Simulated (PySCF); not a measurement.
Compound: C5H10N2.
SMILES: `C=CN1CCCN1`

The calculation used TDDFT wB97X-D/def2-SVPD, vertical, gas phase, core orbitals frozen in the response (PySCF 2.14.0, density-fitted response routines). The structure is a single GFN2-xTB conformer in the gas phase; no vibrational or solvent corrections.

```json
{"state": "S1", "E (eV)": "5.36", "ν̃ (cm⁻¹)": "43230", "f": "0.106", "|μ| (D)": "2.28", "main configurations (H = HOMO, L = LUMO)": "H→L (87%)"}
{"state": "S2", "E (eV)": "5.99", "ν̃ (cm⁻¹)": "48290", "f": "0.251", "|μ| (D)": "3.32", "main configurations (H = HOMO, L = LUMO)": "H→L+1 (60%), H→L+2 (32%)"}
{"state": "S3", "E (eV)": "6.37", "ν̃ (cm⁻¹)": "51420", "f": "0.021", "|μ| (D)": "0.93", "main configurations (H = HOMO, L = LUMO)": "H→L+2 (40%), H→L+6 (15%), H→L+1 (14%)"}
{"state": "S4", "E (eV)": "6.60", "ν̃ (cm⁻¹)": "53190", "f": "0.031", "|μ| (D)": "1.12", "main configurations (H = HOMO, L = LUMO)": "H→L+3 (46%), H→L+4 (22%), H→L+1 (12%)"}
{"state": "S5", "E (eV)": "6.99", "ν̃ (cm⁻¹)": "56340", "f": "0.032", "|μ| (D)": "1.10", "main configurations (H = HOMO, L = LUMO)": "H→L+4 (43%), H→L+3 (20%), H→L+5 (19%)"}
{"state": "S6", "E (eV)": "7.09", "ν̃ (cm⁻¹)": "57190", "f": "0.017", "|μ| (D)": "0.79", "main configurations (H = HOMO, L = LUMO)": "H→L+5 (31%), H-1→L (30%)"}
{"state": "S7", "E (eV)": "7.29", "ν̃ (cm⁻¹)": "58830", "f": "0.0062", "|μ| (D)": "0.47", "main configurations (H = HOMO, L = LUMO)": "H-1→L (42%), H→L+5 (27%)"}
{"state": "S8", "E (eV)": "7.41", "ν̃ (cm⁻¹)": "59750", "f": "0.0019", "|μ| (D)": "0.26", "main configurations (H = HOMO, L = LUMO)": "H→L+6 (63%), H→L+2 (8%)"}
```

Triplets, Tamm–Dancoff:

```json
{"state": "T1", "E (eV)": "4.02", "λ (nm)": "308.3", "main configurations (H = HOMO, L = LUMO)": "H→L+1 (56%), H→L (22%)"}
{"state": "T2", "E (eV)": "5.44", "λ (nm)": "227.8", "main configurations (H = HOMO, L = LUMO)": "H→L (62%), H→L+2 (12%), H→L+1 (10%)"}
{"state": "T3", "E (eV)": "6.30", "λ (nm)": "196.9", "main configurations (H = HOMO, L = LUMO)": "H→L+2 (52%), H→L+6 (13%), H-1→L (12%)"}
```

The lowest singlet lies at 5.36 eV (231 nm, ultraviolet) and is of moderate strength; its leading configuration is HOMO→LUMO (87%). The most intense listed level is S2 at 5.99 eV (207 nm, f = 0.251), 0.63 eV above S1. Löwdin shares by element: HOMO nitrogen 44%, carbon 36% or more (atoms not listed hold the other 19%); LUMO carbon 43% or more (atoms not listed hold the other 57%). The oscillator strengths of these states sum to 0.466; summed over the whole spectrum of an exact calculation they would give the number of electrons, 54 (Thomas–Reiche–Kuhn). The listed states span 2.05 eV, and the widest gap between neighbours is 0.63 eV (S1 to S2). Orbital energies (eV): HOMO-3 -11.84, HOMO-2 -10.88, HOMO-1 -9.25, HOMO -7.26, LUMO 2.15, LUMO+1 2.80, LUMO+2 2.93. Only the lowest 8 singlets were computed, as vertical energies without vibronic structure.

The run took about 1.9 min of CPU time (grids of density and orbitals included) (one thread, shared machine).
